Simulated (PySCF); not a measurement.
C₅H₅NSSi, SMILES N#C[SiH2]c1cccs1, GFN2-xTB optimised geometry.

```
13

N      0.11    -3.60     0.00
C     -0.57    -2.68     0.00
Si    -1.68    -1.18     0.00
C     -0.50     0.27     0.00
C      0.87     0.27     0.00
C      1.43     1.56     0.00
C      0.49     2.54     0.00
S     -1.10     1.90     0.00
H     -2.49    -1.23    -1.22
H     -2.49    -1.23     1.22
H      1.45    -0.64     0.00
H      2.49     1.75     0.00
H      0.63     3.60     0.00
```

Density from CAM-B3LYP/def2-TZVP (PySCF) at that geometry.

Minimum of the electron density along straight lines between bonded atoms, close to the bond critical point (lines longer than 1.1 times the sum of covalent radii, or with two minima, are not listed):

```tsv
bond	length / Å	ρ at the minimum / e bohr⁻³	∇²ρ there / e bohr⁻⁵	position (fraction from the first atom)
N1–C2	1.145	0.510	-0.12	0.66
C2–Si3	1.868	0.110	0.27	0.61
Si3–C4	1.870	0.122	0.20	0.39
C4–C5	1.366	0.330	-0.96	0.51
C5–C6	1.410	0.309	-0.90	0.50
C6–C7	1.358	0.337	-1.01	0.48
C4–S8	1.739	0.210	-0.41	0.47
C7–S8	1.716	0.220	-0.47	0.48
Si3–H9	1.465	0.129	0.16	0.49
Si3–H10	1.465	0.129	0.16	0.49
C5–H11	1.076	0.291	-1.07	0.65
C6–H12	1.075	0.290	-1.06	0.65
C7–H13	1.072	0.293	-1.08	0.65
```
